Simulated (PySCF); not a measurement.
Isomers of C2H5B. Isolated molecules, 0 K electronic values unless said otherwise. One relaxed conformer stands for each flexible species; it need not be the lowest. Strings in code marks are SMILES.

All values below come from B3LYP-D3(BJ)/def2-TZVP in PySCF. All candidates: neutral, multiplicity 1. B3LYP has the VWN-RPA correlation part, as in Gaussian. Delta-SCF ions had no search for a lower state. Excitations are Tamm–Dancoff values on a coarser integration grid. The basis has no diffuse functions, so Rydberg states are missing or too high.

```yaml
vertical ionisation energy (Delta-SCF): 8.65 eV
S1 excitation (TDA): 2.90 eV
LUMO: -1.60 eV
```

**Question.** Say which member has these values.
A. `B1CC1`
B. `BC=C`
C. `[H]/B=C/C`

**Answer.** C, `[H]/B=C/C`. The others give `B1CC1`: 9.92 eV, 4.16 eV, -1.51 eV; `BC=C`: 10.91 eV, 5.28 eV, -2.30 eV
